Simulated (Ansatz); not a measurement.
Start from `C[SiH2][NH][GeH3]` and change one atom or group to get `C[SiH2]NCO`.

Ansatz, PBE0-D4/def2-TZVP geometries, multiplicity 1. Each molecule was computed in one conformer, which needn't be the lowest.

Scalar relativity is left out up to krypton.

```
                             property  `C[SiH2][NH][GeH3]`
LUMO energy (ωB97M-V/def2-TZVPP) / eV                 1.90
  HOMO–LUMO gap (PBE/def2-TZVPP) / eV                 5.25
  HOMO energy (B3LYP/def2-TZVPP) / eV                -6.91
  LUMO energy (B3LYP/def2-TZVPP) / eV                 0.04
 HOMO–LUMO gap (PBE0/def2-TZVPP) / eV                 7.42
HOMO–LUMO gap (B3LYP/def2-TZVPP) / eV                 6.95
```

Task: What does the change do to each property? (Best estimate.)

Result: The calculation gave: 
```csv
property,`C[SiH2]NCO`,shift
LUMO energy (ωB97M-V/def2-TZVPP) / eV,2.23,0.33
HOMO–LUMO gap (PBE/def2-TZVPP) / eV,5.57,0.32
HOMO energy (B3LYP/def2-TZVPP) / eV,-6.85,0.06
LUMO energy (B3LYP/def2-TZVPP) / eV,0.44,0.40
HOMO–LUMO gap (PBE0/def2-TZVPP) / eV,7.79,0.37
HOMO–LUMO gap (B3LYP/def2-TZVPP) / eV,7.30,0.35
```

With PBE0 the HOMO rises by 0.07 eV and the LUMO rises by 0.44 eV, so the gap widens by about 0.37 eV. PBE moves the HOMO by 0.12 eV and ωB97M-V by 0.02 eV.

B3LYP here is the variant with VWN-RPA as its local correlation; programs differ in this.
